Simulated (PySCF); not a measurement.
[Eu(H2O)3]2+: from a saddle point downhill

PySCF 2.14.0, RKS PBE0, Eu lcecp-0-SVP with ECP53, O def2-SVP, H def2-SVP; non-relativistic Hamiltonian with scalar-relativistic core potentials where named; density fitting; no spin-orbit coupling. Relaxed within the symmetry of its start, the geometry (D3h) is

```xyz
10

Eu    0.0000    0.0000    0.0000
O     2.4960    0.0000    0.0000
H     3.0986    0.0000    0.7635
H     3.0986    0.0000   -0.7635
O    -1.2480    2.1616    0.0000
H    -1.5493    2.6834    0.7635
H    -1.5493    2.6834   -0.7635
O    -1.2480   -2.1616    0.0000
H    -1.5493   -2.6834    0.7635
H    -1.5493   -2.6834   -0.7635
```

and its lowest harmonic modes are -121, -99, -99, -17, 20, 20 cm⁻¹ (negative: unstable). It was moved along the lowest mode and relaxed again, within the group D3 that the move left.

(1) Where does it end, and how much lower?

(2) How do the contacts change?

(3) Is the end a minimum?

An lcecp potential fixes the number of 4f electrons, so in runs with it no electron can move into or out of that shell.

State: singlet in the valence, with the 4f electrons in the core potential.

## Answers

(1) In D3, 0.035 eV lower, after 18 steps:
```xyz
10

Eu    0.0000    0.0000    0.0000
O     2.4889    0.0000    0.0000
H     3.0907    0.6099    0.4608
H     3.0907   -0.6099   -0.4608
O    -1.2445    2.1555    0.0000
H    -2.0736    2.3717    0.4608
H    -1.0172    2.9816   -0.4608
O    -1.2445   -2.1555    0.0000
H    -1.0171   -2.9816    0.4608
H    -2.0736   -2.3717   -0.4608
```

(2) 
| contact | saddle (Å) | end (Å) |
| --- | --- | --- |
| Eu1–O2 (H2O) | 2.496 | 2.489 |
| Eu1–O5 (H2O) | 2.496 | 2.489 |
| Eu1–O8 (H2O) | 2.496 | 2.489 |


(3) Yes, as far as the noise of the softest modes lets one tell (those above −25 cm⁻¹ count as noise); lowest modes -22, 25, 25, 54, 54, 122 cm⁻¹.
